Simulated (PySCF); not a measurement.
CH₂AlNO. Atoms are numbered in the order given.

```xyz
6

Al     0.0000     0.0000     1.7282
H      0.0000     1.3953     2.4587
H      0.0000    -1.3953     2.4587
N      0.0000     0.0000    -0.0549
C      0.0000     0.0000    -1.2589
O      0.0000     0.0000    -2.4308
```
Charge 0, spin multiplicity 1.

Geometry optimised at B3LYP-D3(BJ)/def2-SVP.

Calculation: TDA-ωB97X/def2-SVPD (PySCF).

Vertical excitations. The molecule is in vacuum. State labels are in the subgroup C2v.

```tsv
state	symmetry	energy (eV)	λ (nm)	f	main pairs
S1	A2	5.50	225	0.000	HOMO→LUMO 91 %
S2	A2	6.61	188	0.000	HOMO−2→LUMO 83 %
S3	A1	6.76	183	0.095	HOMO−1→LUMO 78 %
S4	B2	7.62	163	0.002	HOMO→LUMO+1 54 %, HOMO→LUMO+2 35 %
S5	A2	7.86	158	0.000	HOMO−1→LUMO+4 81 %, HOMO−1→LUMO+8 13 %
S6	B1	8.01	155	0.000	HOMO−1→LUMO+1 53 %, HOMO−1→LUMO+2 22 %, HOMO−3→LUMO 14 %
S7	B1	8.39	148	0.243	HOMO−3→LUMO 82 %
S8	B2	8.47	146	0.005	HOMO−2→LUMO+2 34 %, HOMO→LUMO+2 25 %, HOMO→LUMO+5 17 %, HOMO→LUMO+1 10 %
S9	A1	8.52	145	0.358	HOMO→LUMO+4 36 %, HOMO−1→LUMO 18 %, HOMO−1→LUMO+7 17 %, HOMO−1→LUMO+9 11 %
S10	A2	8.68	143	0.000	HOMO→LUMO+7 43 %, HOMO→LUMO+9 19 %, HOMO−2→LUMO+7 9 %, HOMO−2→LUMO 8 %
T1	A2	5.25	236	0	HOMO→LUMO 84 %
T2	A1	6.07	204	0	HOMO−1→LUMO 78 %, HOMO−1→LUMO+7 15 %
T3	A2	6.36	195	0	HOMO−2→LUMO 73 %, HOMO→LUMO+7 13 %
T4	A1	6.91	179	0	HOMO→LUMO+4 59 %, HOMO−2→LUMO+4 15 %, HOMO→LUMO+8 13 %
```
Triplets are in the Tamm–Dancoff approximation.
